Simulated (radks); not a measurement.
A nucleus of charge 48.2 with 46 electrons, 46 electrons, occupied as [Kr] 4d10. Method: Dirac Kohn-Sham, PBEsol, spin-unpolarised, spherical densities, finite nucleus; Fermi nuclear charge, rms radius 4.6087 fm; computed with a radial shooting solver on a logarithmic mesh with Libxc functionals.

Normalised radial functions P(r) = r R(r) (large component), r in bohr:

r	4d5/2
0.001362	0.0000
0.00156	0.0000
0.001773	0.0000
0.002031	0.0000
0.002309	0.0000
0.002645	0.0000
0.003006	0.0000
0.003444	0.0000
0.003914	0.0001
0.004485	0.0001
0.005097	0.0001
0.005839	0.0002
0.006637	0.0003
0.007604	0.0004
0.008642	0.0006
0.009901	0.0009
0.01125	0.0014
0.01289	0.0020
0.01465	0.0028
0.01679	0.0041
0.01908	0.0058
0.02186	0.0083
0.02484	0.0116
0.02846	0.0165
0.03235	0.0228
0.03706	0.0319
0.04212	0.0433
0.04826	0.0593
0.05485	0.0788
0.06284	0.1052
0.07142	0.1362
0.08183	0.1761
0.093	0.2202
0.1066	0.2731
0.1211	0.3267
0.1387	0.3841
0.1577	0.4335
0.1807	0.4741
0.2053	0.4933
0.2352	0.4846
0.2674	0.4415
0.3063	0.3530
0.3482	0.2280
0.3989	0.0550
0.4533	-0.1362
0.5194	-0.3534
0.5903	-0.5524
0.6763	-0.7369
0.7686	-0.8671
0.8806	-0.9466
1.001	-0.9629
1.147	-0.9236
1.303	-0.8441
1.493	-0.7294
1.697	-0.6066
1.944	-0.4735
2.21	-0.3558
2.532	-0.2471
2.877	-0.1645
3.297	-0.0989
3.747	-0.0563
4.293	-0.0278

4d5/2: eigenvalue -33.420 eV, 1 radial node at r = 0.414 bohr, <r> = 1.24 bohr, 90 % of the charge inside 1.94 bohr.
